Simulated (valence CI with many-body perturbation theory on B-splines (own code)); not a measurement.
Level structure of Re²⁴⁺

Level of theory: configuration interaction combined with many-body perturbation theory (CI+MBPT): five valence electrons over a frozen Dirac-Fock core [Kr] 4d10, a basis of 7 s, 7 p, 7 d, 7 f, 4 g, 2 h functions for each j, with the one-electron correlation potential Σ1, the two-electron term Σ2, the three-electron term Σ3, Breit, model QED; selected CI, second order for the rest, scaled by the run's own slope (own B-spline code, finite nucleus).

No measured spectrum was set against this ion. As an estimate, terms of the open shell hold to a few per cent of their energy, and close levels can change places. Among the levels kept, up to 1000 cm⁻¹ of a level comes from second order outside the variational space, and about a tenth of that is noise between levels of different J, which matters for small intervals. Only levels of the ground parity were solved; by the run's estimate the other parity begins above the list, which can be wrong where configurations are misplaced.

Levels 46 to 90 of 194, with energies above the lowest level, (4f5/2^5) J=5/2. "Leading %" is the weight of the configuration and term that name the level; weights of strongly mixed levels are sums over their largest components and can fall short. In the jj column 3d3/2^4 stands for four electrons in 3d with j = 3/2. Lifetimes count E1, E2, E3, M1 and M2 decay at the calculated energies, and are blank where another channel may lead or the interval is too uncertain; long ones can be off by a factor of two.

| No. | Configuration | Term | J | E (cm⁻¹) | Leading % | Lifetime | Leading jj |
| --- | --- | --- | --- | --- | --- | --- | --- |
| 46 | 4f5 | 4G° | 11/2 | 99377 | 30 | 1.20 ms | 4f5/2^3 4f7/2^2 (45 %) |
| 47 | 4f5 | 2P° | 3/2 | 100750 | 34 | 2.46 ms | 4f5/2^3 4f7/2^2 (60 %) |
| 48 | 4f5 | 4G° | 11/2 | 101100 | 45 | 1.37 ms | 4f5/2^2 4f7/2^3 (35 %) |
| 49 | 4f5 | 6P° | 7/2 | 101220 | 50 | 7.09 ms | 4f5/2^3 4f7/2^2 (40 %) |
| 50 | 4f5 | 4K° | 15/2 | 101770 | 56 | 2.57 ms | 4f5/2^2 4f7/2^3 (94 %) |
| 51 | 4f5 | 4F° | 9/2 | 102340 | 53 | 3.86 ms | 4f5/2^3 4f7/2^2 (69 %) |
| 52 | 4f5 | 4L° | 19/2 | 103050 | 40 | 4.34 ms | 4f5/2^2 4f7/2^3 (77 %) |
| 53 | 4f5 | 4P° | 1/2 | 103840 | 69 | 1.01 ms | 4f5/2^2 4f7/2^3 (82 %) |
| 54 | 4f5 | 4G° | 9/2 | 105440 | 52 | 981 μs | 4f5/2^3 4f7/2^2 (51 %) |
| 55 | 4f5 | 4I° | 15/2 | 105990 | 44 | 4.71 ms | 4f5/2^3 4f7/2^2 (70 %) |
| 56 | 4f5 | 4F° | 5/2 | 107890 | 37 | 2.24 ms | 4f5/2^3 4f7/2^2 (52 %) |
| 57 | 4f5 | 4F° | 3/2 | 108730 | 37 | 2.93 ms | 4f5/2^3 4f7/2^2 (37 %) |
| 58 | 4f5 | 4F° | 9/2 | 108910 | 45 | 1.28 ms | 4f5/2^2 4f7/2^3 (52 %) |
| 59 | 4f5 | 4G° | 5/2 | 109230 | 31 | 1.01 ms | 4f5/2^4 4f7/2 (35 %) |
| 60 | 4f5 | 2N° | 19/2 | 109540 | 67 | 1.66 ms | 4f5/2^2 4f7/2^3 (83 %) |
| 61 | 4f5 | 4I° | 11/2 | 110970 | 55 | 2.75 ms | 4f5/2^3 4f7/2^2 (48 %) |
| 62 | 4f5 | 2O° | 21/2 | 111070 | 52 | 2.43 ms | 4f5/2^2 4f7/2^3 (55 %) |
| 63 | 4f5 | 4F° | 7/2 | 113800 | 56 | 2.28 ms | 4f5/2^2 4f7/2^3 (66 %) |
| 64 | 4f5 | 4I° | 15/2 | 114400 | 38 | 657 μs | 4f5/2 4f7/2^4 (48 %) |
| 65 | 4f5 | 2M° | 17/2 | 114540 | 63 | 2.46 ms | 4f5/2^2 4f7/2^3 (81 %) |
| 66 | 4f5 | 4H° | 13/2 | 115680 | 40 | 1.71 ms | 4f5/2^2 4f7/2^3 (64 %) |
| 67 | 4f5 | 2H° | 9/2 | 115700 | 38 | 1.41 ms | 4f5/2^2 4f7/2^3 (48 %) |
| 68 | 4f5 | 2K° | 13/2 | 118310 | 50 | 1.30 ms | 4f5/2^2 4f7/2^3 (44 %) |
| 69 | 4f5 | 4P° | 5/2 | 118470 | 45 | 1.30 ms | 4f5/2^2 4f7/2^3 (71 %) |
| 70 | 4f5 | 2F° | 5/2 | 118660 | 23 | 1.33 ms | 4f5/2^3 4f7/2^2 (45 %) |
| 71 | 4f5 | 2I° | 11/2 | 119620 | 27 | 1.35 ms | 4f5/2^3 4f7/2^2 (43 %) |
| 72 | 4f5 | 2I° | 13/2 | 122590 | 33 | 1.19 ms | 4f5/2^3 4f7/2^2 (47 %) |
| 73 | 4f5 | 4G° | 7/2 | 122610 | 44 | 1.65 ms | 4f5/2^3 4f7/2^2 (45 %) |
| 74 | 4f5 | 2I° | 11/2 | 123560 | 23 | 1.43 ms | 4f5/2^3 4f7/2^2 (56 %) |
| 75 | 4f5 | 4H° | 7/2 | 123880 | 48 | 792 μs | 4f5/2^3 4f7/2^2 (51 %) |
| 76 | 4f5 | 4P° | 3/2 | 126560 | 24 | 1.52 ms | 4f5/2^2 4f7/2^3 (56 %) |
| 77 | 4f5 | 2I° | 11/2 | 127550 | 36 | 1.69 ms | 4f5/2^2 4f7/2^3 (49 %) |
| 78 | 4f5 | 2L° | 17/2 | 127690 | 46 | 1.43 ms | 4f5/2 4f7/2^4 (80 %) |
| 79 | 4f5 | 4D° | 1/2 | 128800 | 36 | 697 μs | 4f5/2 4f7/2^4 (59 %) |
| 80 | 4f5 | 2F° | 7/2 | 129460 | 53 | 1.23 ms | 4f5/2^2 4f7/2^3 (73 %) |
| 81 | 4f5 | 2O° | 23/2 | 129910 | 100 | 6.83 ms | 4f5/2^2 4f7/2^3 (100 %) |
| 82 | 4f5 | 4G° | 9/2 | 129970 | 46 | 1.11 ms | 4f5/2^2 4f7/2^3 (54 %) |
| 83 | 4f5 | 2L° | 15/2 | 130610 | 47 | 1.69 ms | 4f5/2^2 4f7/2^3 (72 %) |
| 84 | 4f5 | 4I° | 13/2 | 131480 | 38 | 1.32 ms | 4f5/2^2 4f7/2^3 (71 %) |
| 85 | 4f5 | 2D° | 3/2 | 131960 | 42 | 837 μs | 4f5/2^2 4f7/2^3 (60 %) |
| 86 | 4f5 | 2H° | 11/2 | 134010 | 44 | 1.19 ms | 4f5/2^2 4f7/2^3 (60 %) |
| 87 | 4f5 | 2F° | 7/2 | 135810 | 46 | 1.61 ms | 4f5/2^2 4f7/2^3 (69 %) |
| 88 | 4f5 | 2H° | 9/2 | 135950 | 33 | 1.64 ms | 4f5/2^2 4f7/2^3 (46 %) |
| 89 | 4f5 | 4G° | 5/2 | 137660 | 38 | 746 μs | 4f5/2^2 4f7/2^3 (59 %) |
| 90 | 4f5 | 4P° | 1/2 | 140540 | 57 | 972 μs | 4f5/2^3 4f7/2^2 (64 %) |

Where two levels of one J and parity lie close, their mixing, g and order are uncertain.
